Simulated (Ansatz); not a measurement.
C2H7FSi2, SMILES `FC[SiH]1C[SiH2]1`, relaxed with RKS PBE-D4/def2-SVP in the Gaussian-basis code of Ansatz from a rough embedded geometry. The force threshold is 0.03 eV/Å; the program also tests the step.

Charge 0, multiplicity 1.

Start:

```xyz
12

F     0.089   -1.586    2.462
C    -0.141   -0.517    1.684
Si    0.283   -1.038   -0.016
C    -0.453   -0.181   -1.453
Si   -0.041    1.471   -1.187
H     0.477    0.331    2.051
H    -1.175   -0.220    1.748
H     1.794   -1.127   -0.252
H    -0.134   -0.631   -2.352
H    -1.546   -0.381   -1.411
H    -0.600    2.100    0.035
H     1.446    1.781   -1.307
```

```json
{"step": "1", "energy (eV)": "-20634.9504", "largest force (eV/Å)": "3.257", "largest move (Å)": "0.000"}
{"step": "2", "energy (eV)": "-20635.5631", "largest force (eV/Å)": "1.844", "largest move (Å)": "0.186"}
{"step": "3", "energy (eV)": "-20635.7438", "largest force (eV/Å)": "0.436", "largest move (Å)": "0.195"}
{"step": "4", "energy (eV)": "-20635.8189", "largest force (eV/Å)": "0.505", "largest move (Å)": "0.200"}
{"step": "5", "energy (eV)": "-20635.9121", "largest force (eV/Å)": "0.790", "largest move (Å)": "0.195"}
{"step": "6", "energy (eV)": "-20635.9736", "largest force (eV/Å)": "1.057", "largest move (Å)": "0.194"}
{"step": "7", "energy (eV)": "-20636.0445", "largest force (eV/Å)": "0.715", "largest move (Å)": "0.158"}
{"step": "8", "energy (eV)": "-20636.0729", "largest force (eV/Å)": "0.419", "largest move (Å)": "0.167"}
{"step": "9", "energy (eV)": "-20636.0791", "largest force (eV/Å)": "0.517", "largest move (Å)": "0.200"}
{"step": "10", "energy (eV)": "-20636.1076", "largest force (eV/Å)": "0.106", "largest move (Å)": "0.101"}
{"step": "11", "energy (eV)": "-20636.1222", "largest force (eV/Å)": "0.210", "largest move (Å)": "0.112"}
{"step": "12", "energy (eV)": "-20636.1635", "largest force (eV/Å)": "0.392", "largest move (Å)": "0.195"}
{"step": "13", "energy (eV)": "-20636.2202", "largest force (eV/Å)": "0.388", "largest move (Å)": "0.200"}
{"step": "14", "energy (eV)": "-20636.2641", "largest force (eV/Å)": "0.222", "largest move (Å)": "0.195"}
{"step": "15 (rejected)", "energy (eV)": "-20636.2611", "largest force (eV/Å)": "0.297", "largest move (Å)": "0.199"}
{"step": "16", "energy (eV)": "-20636.2786", "largest force (eV/Å)": "0.107", "largest move (Å)": "0.097"}
{"step": "17", "energy (eV)": "-20636.2848", "largest force (eV/Å)": "0.056", "largest move (Å)": "0.100"}
{"step": "18", "energy (eV)": "-20636.2863", "largest force (eV/Å)": "0.104", "largest move (Å)": "0.080"}
{"step": "19", "energy (eV)": "-20636.2867", "largest force (eV/Å)": "0.168", "largest move (Å)": "0.069"}
{"step": "20", "energy (eV)": "-20636.2883", "largest force (eV/Å)": "0.026", "largest move (Å)": "0.024"}
```

End:

```xyz
12

F    -0.060   -1.717    2.071
C    -0.006   -0.385    1.654
Si    0.645   -0.336   -0.133
C    -0.574   -0.253   -1.513
Si   -0.080    1.676   -1.492
H     0.646    0.195    2.346
H    -1.023    0.070    1.689
H     1.913   -1.114   -0.317
H    -0.292   -0.777   -2.445
H    -1.621   -0.463   -1.231
H    -0.822    1.928   -0.151
H     1.275    1.175   -0.480
```

Hardware: 4 threads of an Arm Neoverse V2 on a shared host. Wall time 26 s, peak host memory 0.16 GiB.
